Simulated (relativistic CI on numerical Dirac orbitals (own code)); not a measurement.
# Ar16+: computed level list

Computed by Dirac-Coulomb-Breit CI, orbitals from a KLI potential per configuration, model QED, unscaled Slater integrals (own radial code, finite nucleus).

Configuration list: 1s2, 1s 2s, 1s 2p, 1s 3s, 1s 3p, 1s 3d, 1s 4s, 1s 4p, 1s 4d, 1s 4f, 1s 5s, 1s 5p, 1s 5d, 1s 5f, 1s 5g, 1s 6s, 1s 6p, 1s 6d. Levels of other configurations are missing.

| No. | Configuration | Term | J | E (10³ cm⁻¹) | % | Next component (%) | Landé g | jj configuration (%) |
| --- | --- | --- | --- | --- | --- | --- | --- | --- |
| 1 | 1s2 | 1S | 0 | 0.0 | 100 |  |  | closed (100) |
| 2 | 1s 2s | 3S | 1 | 25026.2 | 100 |  | 1.995 | 1s 2s (100) |
| 3 | 1s 2p | 3P° | 0 | 25177.9 | 100 |  |  | 1s 2p1/2 (100) |
| 4 | 1s 2p | 3P° | 1 | 25183.1 | 98 | 2 1P° | 1.488 | 1s 2p1/2 (78) |
| 5 | 1s 2s | 1S | 0 | 25191.3 | 100 |  |  | 1s 2s (100) |
| 6 | 1s 2p | 3P° | 2 | 25205.3 | 100 |  | 1.497 | 1s 2p3/2 (100) |
| 7 | 1s 2p | 1P° | 1 | 25316.1 | 98 | 2 3P° | 1.007 | 1s 2p3/2 (78) |
| 8 | 1s 3s | 3S | 1 | 29622.4 | 100 |  | 1.996 | 1s 3s (100) |
| 9 | 1s 3p | 3P° | 0 | 29664.3 | 100 |  |  | 1s 3p1/2 (100) |
| 10 | 1s 3p | 3P° | 1 | 29665.8 | 98 | 2 1P° | 1.488 | 1s 3p1/2 (78) |
| 11 | 1s 3s | 1S | 0 | 29666.7 | 100 |  |  | 1s 3s (100) |
| 12 | 1s 3p | 3P° | 2 | 29672.4 | 100 |  | 1.498 | 1s 3p3/2 (100) |
| 13 | 1s 3d | 3D | 1 | 29695.2 | 100 |  | 0.501 | 1s 3d3/2 (100) |
| 14 | 1s 3d | 3D | 2 | 29695.2 | 77 | 23 1D | 1.125 | 1s 3d3/2 (97) |
| 15 | 1s 3d | 3D | 3 | 29697.8 | 100 |  | 1.331 | 1s 3d5/2 (100) |
| 16 | 1s 3d | 1D | 2 | 29699.2 | 77 | 23 3D | 1.040 | 1s 3d5/2 (97) |
| 17 | 1s 3p | 1P° | 1 | 29703.2 | 98 | 2 3P° | 1.009 | 1s 3p3/2 (78) |
| 18 | 1s 4s | 3S | 1 | 31209.2 | 100 |  | 1.996 | 1s 4s (100) |
| 19 | 1s 4p | 3P° | 0 | 31226.5 | 100 |  |  | 1s 4p1/2 (100) |
| 20 | 1s 4p | 3P° | 1 | 31227.1 | 98 | 2 1P° | 1.488 | 1s 4p1/2 (78) |
| 21 | 1s 4s | 1S | 0 | 31227.5 | 100 |  |  | 1s 4s (100) |
| 22 | 1s 4p | 3P° | 2 | 31229.9 | 100 |  | 1.498 | 1s 4p3/2 (100) |
| 23 | 1s 4d | 3D | 1 | 31239.3 | 100 |  | 0.501 | 1s 4d3/2 (100) |
| 24 | 1s 4d | 3D | 2 | 31239.3 | 80 | 20 1D | 1.131 | 1s 4d3/2 (95) |
| 25 | 1s 4d | 3D | 3 | 31240.4 | 100 |  | 1.332 | 1s 4d5/2 (100) |
| 26 | 1s 4f | 3F° | 3 | 31240.9 | 57 | 43 1F° | 1.045 | 1s 4f5/2 (100) |
| 27 | 1s 4f | 3F° | 2 | 31241.0 | 100 |  | 0.667 | 1s 4f5/2 (100) |
| 28 | 1s 4d | 1D | 2 | 31241.1 | 80 | 20 3D | 1.034 | 1s 4d5/2 (95) |
| 29 | 1s 4f | 3F° | 4 | 31241.6 | 100 |  | 1.249 | 1s 4f7/2 (100) |
| 30 | 1s 4f | 1F° | 3 | 31241.6 | 57 | 43 3F° | 1.037 | 1s 4f7/2 (100) |
| 31 | 1s 4p | 1P° | 1 | 31242.7 | 98 | 2 3P° | 1.009 | 1s 4p3/2 (78) |
| 32 | 1s 5s | 3S | 1 | 31938.8 | 100 |  | 1.996 | 1s 5s (100) |
| 33 | 1s 5p | 3P° | 0 | 31947.5 | 100 |  |  | 1s 5p1/2 (100) |
| 34 | 1s 5p | 3P° | 1 | 31947.9 | 98 | 2 1P° | 1.488 | 1s 5p1/2 (78) |
| 35 | 1s 5s | 1S | 0 | 31948.1 | 100 |  |  | 1s 5s (100) |
| 36 | 1s 5p | 3P° | 2 | 31949.3 | 100 |  | 1.498 | 1s 5p3/2 (100) |
| 37 | 1s 5d | 3D | 1 | 31954.0 | 100 |  | 0.501 | 1s 5d3/2 (100) |
| 38 | 1s 5d | 3D | 2 | 31954.1 | 82 | 18 1D | 1.133 | 1s 5d3/2 (94) |
| 39 | 1s 5d | 3D | 3 | 31954.6 | 100 |  | 1.332 | 1s 5d5/2 (100) |
| 40 | 1s 5f | 3F° | 3 | 31954.9 | 58 | 42 1F° | 1.046 | 1s 5f5/2 (100) |
| 41 | 1s 5f | 3F° | 2 | 31954.9 | 100 |  | 0.667 | 1s 5f5/2 (100) |
| 42 | 1s 5d | 1D | 2 | 31955.0 | 82 | 18 3D | 1.032 | 1s 5d5/2 (94) |
| 43 | 1s 5f | 3F° | 4 | 31955.2 | 100 |  | 1.249 | 1s 5f7/2 (100) |
| 44 | 1s 5g | 3G | 4 | 31955.2 | 55 | 45 1G | 1.026 | 1s 5g7/2 (100) |
| 45 | 1s 5g | 3G | 3 | 31955.2 | 100 |  | 0.751 | 1s 5g7/2 (100) |

Energies count from the lowest computed level; ° marks odd parity. Filled j subshells are mostly left out of the jj labels.

The mean weight of the leading LS term, summed over parents, in these 45 levels is 93 %, and that of the leading jj configuration (from the same eigenvectors) 96 %.

At this charge energies of transitions that change n are usually good to better than 1 %, and those within a shell (Δn = 0) to a few per cent.

LS names give the leading component of a level, which can be under half, so a name can repeat, a term be missing and a line seem to break the LS rules.
